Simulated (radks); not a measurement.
Values are calculated unless marked as measured or tabulated.
Removal energies from the erbium ion Er3+, [Xe] 4f(5/2: 6, 7/2: 5), by Delta-SCF beside the eigenvalue of the level emptied. Level of theory: Dirac Kohn-Sham, BLYP, spin-unpolarised, spherical densities, finite nucleus; Fermi nuclear charge, rms radius of each element as measured or else 0.836 A^(1/3) + 0.57 fm (a radial shooting solver on a logarithmic mesh with Libxc functionals). Sub-shells are occupied by j as written (lower j first in brackets).

\begin{tabular}{lrrr}
removed from & final configuration & Delta-SCF (eV) & -eigenvalue (eV) \\ \hline
4f7/2 & [Xe] 4f(5/2: 6, 7/2: 4) & 44.726 & 34.613 \\
4f5/2 & [Xe] 4f(5/2: 5, 7/2: 5) & 45.955 & 35.769 \\
5p3/2 & [Kr] 4d10 4f(5/2: 6, 7/2: 5) 5s2 5p(1/2: 2, 3/2: 3) & 60.616 & 53.459 \\
5p1/2 & [Kr] 4d10 4f(5/2: 6, 7/2: 5) 5s2 5p(1/2: 1, 3/2: 4) & 66.833 & 59.335 \\
\end{tabular}
